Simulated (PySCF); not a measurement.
Species: C3H10OSi.
Structure used (PBE0-D3(BJ)/def2-SVP), in Å, numbered top down from 1:
```
atom  x, y, z in Å
C1     2.337    1.043    0.226
C2     1.453   -0.178    0.326
O3     0.136    0.167   -0.020
Si4   -1.149   -0.895   -0.027
C5    -2.658    0.068   -0.545
H6     3.376    0.797    0.494
H7     1.978    1.832    0.904
H8     2.324    1.444   -0.798
H9     1.832   -0.975   -0.344
H10    1.489   -0.587    1.355
H11   -1.330   -1.488    1.340
H12   -0.876   -2.024   -0.976
H13   -3.544   -0.585   -0.564
H14   -2.520    0.495   -1.549
H15   -2.851    0.893    0.157
```

Theory: core-valence-separated Tamm–Dancoff BHandHLYP/aug-pcX-1 (pcseg-1 on H, def2-SVPD on Si) in PySCF, non-relativistic, gas phase, PBE0-D3(BJ)/def2-SVP geometry. No empirical shift is added; at this level the pattern usually sits a few eV under experiment.

The lowest roots of each edge with f over 0.003 (five at most, numbered afresh; weaker and dark ones are left out), with transition dipoles (au) in the frame of the coordinates:

| root | edge | E (eV) | μx | μy | μz |
| --- | --- | --- | --- | --- | --- |
| 1 | C | 285.13 | -0.0196 | 0.0050 | -0.0050 |
| 2 | C | 285.36 | -0.0316 | -0.0223 | -0.0014 |
| 3 | C | 285.81 | 0.0346 | 0.0525 | -0.0057 |
| 4 | C | 285.98 | 0.0122 | -0.0151 | -0.0641 |
| 5 | C | 286.04 | -0.0462 | 0.0340 | -0.0170 |
| 6 | O | 532.86 | -0.0077 | -0.0279 | 0.0049 |
| 7 | O | 533.55 | 0.0074 | -0.0237 | 0.0069 |
| 8 | O | 533.92 | 0.0213 | -0.0073 | 0.0060 |
| 9 | O | 534.37 | 0.0048 | -0.0048 | -0.0214 |
| 10 | O | 534.43 | -0.0174 | -0.0020 | -0.0035 |

**Question.** What are the oscillator strengths?

**Answer.** f = (2/3) ΔE |μ|², with ΔE in hartree (27.2114 eV):

| root | ΔE (Eh) | \|μ\|² (au) | f | core hole on |
| --- | --- | --- | --- | --- |
| 1 | 10.4783 | 0.000434 | 0.003 | C5 |
| 2 | 10.4866 | 0.001498 | 0.010 | C1 |
| 3 | 10.5031 | 0.003986 | 0.028 | C5 |
| 4 | 10.5096 | 0.004486 | 0.031 | C5 |
| 5 | 10.5118 | 0.003579 | 0.025 | C1 |
| 6 | 19.5821 | 0.000862 | 0.011 | O3 |
| 7 | 19.6075 | 0.000664 | 0.009 | O3 |
| 8 | 19.6211 | 0.000543 | 0.007 | O3 |
| 9 | 19.6377 | 0.000504 | 0.007 | O3 |
| 10 | 19.6399 | 0.000319 | 0.004 | O3 |

**Question.** Molecules are fixed in this frame and the field points along (1, 1, 0)/√2. What effective strengths 3 f cos²θ do the roots have (θ between field and μ)?

**Answer.** root 1 (C5): 0.002, root 2 (C1): 0.031, root 3 (C5): 0.080, root 4 (C5): 0.000, root 5 (C1): 0.002, root 6 (O3): 0.025, root 7 (O3): 0.005, root 8 (O3): 0.004, root 9 (O3): 0.000, root 10 (O3): 0.007. Root 3 is the strongest. Averaged over all orientations cos²θ is 1/3, which gives f back.

One conformer stands for the species.
